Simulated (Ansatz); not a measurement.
Computed with Ansatz on PBE0-D4/def2-TZVP structures; ΔE is electronic, products minus reactants. CCSD(T)/CBS is the MP2 limit (def2-TZVPP, def2-QZVPP) plus CCSD(T) − MP2 in def2-TZVPP, frozen cores. This one scheme is used for every species. DFT in def2-TZVPP. Elements past krypton have def2 core potentials. For Sn outer-core shells are correlated without core-valence functions, which leaves a few kJ/mol of doubt a bond. Each species was taken in one conformer, which may not be the lowest.

Consider the substitution at a C–O bond: `C[O][SnH2][O]C` + CH₃SH → `CSC` + `C[O][SnH2][OH]`.

`C[O][SnH2][O]C`:

```xyz
13

C     1.360   -1.263   -1.118
O     0.486   -0.227   -1.496
Sn   -1.277   -0.087   -0.651
O    -0.948    0.196    1.261
C    -0.247    1.339    1.686
H     1.645   -1.204   -0.060
H     0.933   -2.260   -1.298
H     2.271   -1.178   -1.718
H    -1.967    1.299   -1.353
H    -2.095   -1.576   -0.718
H    -0.186    1.317    2.778
H    -0.750    2.272    1.398
H     0.777    1.372    1.291
```

CH₃SH:

Z-matrix (Å, degrees):
```
C
S 1 1.806
H 1 1.089 2 111.5
H 1 1.089 2 111.5 3 -123.8
H 1 1.090 2 106.2 3 118.1
H 2 1.342 1 97.1 3 61.9
```

`CSC`:

```xyz
9

C    -0.124    0.972   -0.957
S    -0.417   -0.790   -0.773
C     0.110   -0.999    0.931
H    -0.733    1.549   -0.258
H    -0.409    1.241   -1.975
H     0.931    1.214   -0.813
H    -0.502   -0.400    1.610
H    -0.018   -2.052    1.181
H     1.162   -0.735    1.055
```

`C[O][SnH2][OH]`:

Z-matrix (Å, degrees):
```
C
O 1 1.404
H 1 1.094 2 108.3
H 1 1.099 2 112.6 3 -118.8
H 1 1.099 2 112.6 3 118.8
Sn 2 1.962 1 121.3 3 -179.8
O 6 1.952 2 101.0 1 -179.9
H 6 1.706 2 110.0 1 -64.1
H 6 1.707 2 109.9 1 64.2
H 7 0.961 6 110.9 2 -0.5
```

```tsv
level	ΔE (kJ/mol)
B2PLYP	-46.8
SCS-MP2/def2-TZVPP	-47.2
HF/def2-QZVPP	-42.0
CCSD/CBS(def2)	-48.9
```

(1) What does CCSD(T)/CBS give? (Estimate.)

Largest T1 diagnostic among the species: 0.014.

Answers

(1) The calculation gave: -49.3 kJ/mol. The listed levels differ from it by 2.5, 2.1, 7.3, 0.4 kJ/mol.

CCSD(T)/CBS has its own doubt, a few kJ/mol and more with outer-core shells, so smaller differences from it don't rank the levels.
